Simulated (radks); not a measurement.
Values are calculated unless marked as measured or tabulated.
Spherical jellium clusters: N electrons in a uniform positive sphere of charge N and radius rs N^(1/3), rs = 5.01 bohr. Level of theory: non-relativistic Kohn-Sham, LDA (Slater exchange, Perdew-Wang correlation), spin-polarised, spherical densities (a radial shooting solver with Libxc functionals). Levels are named by radial order and angular momentum (1s, 1p, 1d, 2s, ...), and open shells are averaged over m.

N = 24, configuration 1s2 1p6 1d10 2s2 1f(up 4, down 0). This is the lowest configuration that the search found. Occupied and some empty levels:

level,occupation,eigenvalue (eV),<r> (bohr)
1s up,1,-3.9883,9.288
1s down,1,-3.8694,8.901
1p up,3,-3.5830,10.58
1p down,3,-3.4261,10.42
1d up,5,-3.0288,11.48
1d down,5,-2.8536,11.44
2s up,1,-2.6099,8.758
2s down,1,-2.5352,8.977
1f up,4,-2.3513,12.24
1f down,0,-2.1702,12.27
2p up,0,-1.7824,10.57
2p down,0,-1.7017,10.65
1g up,0,-1.5738,12.98
1g down,0,-1.3962,13.08
2d up,0,-0.98546,12.69
2d down,0,-0.89933,12.82

Energy (eV): total -44.1131, kinetic 28.240, external -1293.9, Hartree 643.90, exchange-correlation -73.107, background 650.75.
